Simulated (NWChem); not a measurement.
Species: AlH$_{3}$S$_{2}$; SMILES [AlH]([SH])[SH]

```xyz
6

Al     0.0000     0.0000    -0.7504
H      0.0000     0.0000    -2.3312
S     -1.8495     0.0000     0.4104
H     -2.6336     0.0000    -0.6912
S      1.8495     0.0000     0.4104
H      2.6336     0.0000    -0.6912
```
Atoms are numbered in this order, from 1.

All runs: NWChem. The geometry was optimised at PBE0/def2-SVP. Core excitations by TDA in a window of 1s orbitals, non-relativistic and unshifted: absolute energies depend strongly on the exact-exchange share.

Task: What does the run give for Al K edge, BHandHLYP/def2-TZVP? Quantities: first 1s excitation (eV); dipole oscillator strength of the first; first state with f > 0.002 (eV); dipole oscillator strength of that state.

Result: The first 1s excitation (eV) is 1545.5. The dipole oscillator strength of the first comes out as 0.0089, the first state with f > 0.002 (eV) comes out as 1545.5 and the dipole oscillator strength of that state is 0.0089.
